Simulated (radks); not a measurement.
Numerical settings for the niobium ion Nb2+, [Kr] 4d3. Calculated with a radial shooting solver on a logarithmic mesh with Libxc functionals: scalar-relativistic Kohn-Sham, PBE, spin-polarised, spherical densities, finite nucleus; open shells are filled with parallel spins first (spin-orbit coupling, left out, can overturn this in heavy ions); Fermi nuclear charge, rms radius 4.324 fm. The defaults (mesh step 0.008 in ln r, mesh end at 40 bohr or more with all orbitals vanishing there, Anderson mixing 0.5 over 9 steps, residual threshold near 1e-9 with the energy settled to 1e-9 hartree or 1e-11 of itself, here a cap of 74 iterations) give E = -3818.8657 hartree and 4d at -19.985 eV in 15 iterations. Run on one thread of a shared host, so times are rough (Arm Neoverse V1): 0.19 s of CPU time, 0.19 s wall, 15 iterations on 2198 mesh points. Changes against that run (0 stands for a change within the tolerance of the run):

setting                     iterations         converged  E (mhartree)  e(4d) (meV)  CPU (s)
mesh step in ln r 0.012             14               yes             0            0     0.12
mesh step in ln r 0.005             19               yes             0            0     0.33
mesh step in ln r 0.12               2                no      diverged            -     0.01
mesh end (bohr) 1                   16  level above zero     +1.48e+05    +4.91e+05     0.15
mesh end (bohr) 5                   15               yes         +13.2         +453     0.17
residual threshold 0.1               9               yes     -0.000301       -0.707     0.13
residual threshold 1e-16            74                no             0            0     0.44
mixing 2.5                          31               yes             0            0     0.31
linear mixing, mixing 0.05          74                no        +0.858         -147     0.84
linear mixing, mixing 0.5           32               yes             0            0     0.32
mixing history 2                    24               yes             0            0     0.25
iteration cap 3                      3                no         +17.7         -481     0.05

Settled on a wrong energy, with an occupied level pushed above zero by the early mesh end: mesh end (bohr) 1 (+148 hartree). Apart from these: settings that end as converged yet miss the energy by more than 1 mhartree: mesh end (bohr) 5 (+0.0132 hartree). A mesh that ends early acts as a hard wall.
